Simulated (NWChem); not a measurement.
Molecule: C3H9Sb; SMILES [CH3][Sb]([CH3])[CH3]

```xyz
13

Sb     0.0000     0.0015     0.4308
C     -1.6082    -0.9209    -0.7461
H     -2.5726    -0.4314    -0.5079
H     -1.6838    -1.9965    -0.4937
H     -1.3952    -0.8104    -1.8274
C      1.5978    -0.9387    -0.7463
H      1.6609    -2.0153    -0.4944
H      2.5677    -0.4605    -0.5077
H      1.3861    -0.8251    -1.8274
C      0.0102     1.8520    -0.7519
H     -0.8873     2.4532    -0.5078
H      0.0105     1.6118    -1.8331
H      0.9126     2.4450    -0.5056
```
Atoms are numbered in this order, from 1.

Geometry: optimised at PBE-D3(BJ)/def2-SVP. Not confirmed as a minimum by frequencies. def2 effective core potentials on Sb; no spin-orbit coupling.

List the 6 lowest vertical singlet excitations from PBE/def2-SVP with def2 effective core potentials on Sb, TDA (NWChem).


| state | energy (eV) | oscillator strength | leading excitation (squared amplitude) |
|---|---|---|---|
| S1 | 5.82 | 0.116 | HOMO → LUMO (0.88) |
| S2 | 5.82 | 0.116 | HOMO → LUMO+1 (0.88) |
| S3 | 6.35 | 0.006 | HOMO → LUMO+2 (0.99) |
| S4 | 6.65 | 0.000 | HOMO−1 → LUMO+1 (0.50) |
| S5 | 7.10 | 0.000 | HOMO → LUMO+3 (0.68) |
| S6 | 7.19 | 0.145 | HOMO−1 → LUMO+1 (0.40) |
